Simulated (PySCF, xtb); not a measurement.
C₂H₆BClFN, SMILES CN(C)B(F)Cl. Other conformers were not sampled.

Harmonic wavenumbers (cm⁻¹) from GFN2-xTB run with xtb at its own minimum, in rising order: 110, 162, 170, 195, 288, 303, 371, 414, 468, 587, 914, 1053, 1076, 1090, 1137, 1185, 1213, 1407, 1413, 1462, 1465, 1475, 1476, 1523, 2956, 2958, 2973, 2978, 3052, 3057.

Problem. What does PBE-D3(BJ)/def2-SVP run with PySCF 2.14.0 give at its own minimum? (Estimate from the structure and the level; the computed values follow.)

Solution. 107, 161, 191, 220, 272, 325, 394, 420, 560, 606, 934, 1047, 1076, 1103, 1135, 1215, 1255, 1377, 1396, 1410, 1418, 1421, 1422, 1539, 2934, 2940, 2995, 3002, 3100, 3101. Paired by order, the mean absolute difference is 26 cm⁻¹ and the zero-point energies are 55.7 and 55.9 kcal/mol.
